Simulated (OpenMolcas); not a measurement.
## neutral indium: effect of the active space

```json
{"Program": "OpenMolcas", "Method": "SS-CASPT2 or its RAS form, IPEA 0.25 Eh, imaginary shift 0.1 Eh", "Basis": "ANO-RCC-VTZP", "Scalar Hamiltonian": "DKH2, point nucleus", "Spin-orbit coupling": "state interaction with AMFI integrals over the reference wave functions, term energies averaged over their components"}
```

A. 3 electrons in 4 orbitals (5s 5p); 2S+1 = 4 odd, 1 root (0 in the spin-orbit step); 2S+1 = 2 odd, 3 roots; 2S+1 = 4 even, 3 roots; 2S+1 = 2 even, 5 roots; closed shells correlated: 4d; CASPT2 step roughly 1.6 core-seconds
B. 3 electrons in 8 orbitals (5s 5p 6s 6p); 2S+1 = 4 odd, 1 root (0 in the spin-orbit step); 2S+1 = 2 odd, 3 roots; 2S+1 = 4 even, 3 roots; 2S+1 = 2 even, 5 roots (0 in the spin-orbit step); closed shells correlated: 4d; CASPT2 step about 1.6 core-seconds
C. 3 electrons in 9 orbitals (RAS2 5s 5p; RAS3 5d, at most 2 electrons); 2S+1 = 4 odd, 1 root (0 in the spin-orbit step); 2S+1 = 2 odd, 3 roots; 2S+1 = 4 even, 3 roots; 2S+1 = 2 even, 5 roots; closed shells correlated: 4d; CASPT2 step about 4 core-seconds

Energies in eV above 5s2 5p 2P* 1/2, the measured ground level; measured values from NIST Handbook of Basic Atomic Spectroscopic Data.

| Level | A | B | C | Measured |
| --- | --- | --- | --- | --- |
| 5s2 5p 2P* 1/2 | 0.0000 | 0.0000 | 0.0000 | 0.0000 |
| 5s2 5p 2P* 3/2 | 0.260 | 0.2190 | 0.266 | 0.2743 |
| 5s 5p2 4P 1/2 | 4.237 | 4.220 | 4.301 | 4.3367 |
| 5s 5p2 4P 3/2 | 4.328 | 4.313 | 4.391 | 4.4660 |
| 5s 5p2 4P 5/2 | 4.474 | 4.468 | 4.536 | 4.6434 |

Deviations, from unrounded energies. A percentage is the sum of absolute deviations over the sum of measured energies, with the sign that they share, or ± where signs differ.

```json
{"Against measurement": "mean absolute deviation (cm-1)", "Levels": "4", "A": "850", "B": "1000", "C": "460"}
{"Against measurement": "fine structure of the ground term (%)", "Levels": "1", "A": "-5.2", "B": "-20.2", "C": "-3.0"}
{"Against measurement": "other configurations (%)", "Levels": "3", "A": "-3.0", "B": "-3.3", "C": "-1.6"}
```

C lies closest to measurement on these levels and B furthest from it. The largest miss of C in the table is 5s 5p2 4P 5/2, by -870 cm-1. The ranking rests on the paired levels alone, and a cruder setting can come out closer through cancelling errors.

Among A to C the level of the table that moves most is 5s 5p2 4P 1/2, by 650 cm-1 (lowest in B, highest in C). Moves below CASPT2's spread within the term are not significant.

Some high roots are left out of the spin-orbit mixing, which shifts the levels that they would mix with. Terms of s pⁿ other than that of highest spin mix with s² pⁿ⁻² d, which this space lacks; all of them can be thousands of cm-1 off, and some have no real level of that name (holds for A; B). Active for correlation alone: 6p 6s; no level in the range computed is led by a configuration that fills them, so any true level of that kind is missing (holds for B). Active for correlation alone: 5d; no level in the range computed is led by a configuration that fills it, so any true level of that kind is missing (holds for C). Computed and measured levels are paired by configuration, term and J; levels that our copy of the source lacks, or whose pairing is in doubt (as where it misses far off the trend of its configuration), stay unpaired and out of the deviations. Only configurations of the active space appear. The table leaves out levels that lie high or whose names do not pair safely across all columns.

* marks odd parity.
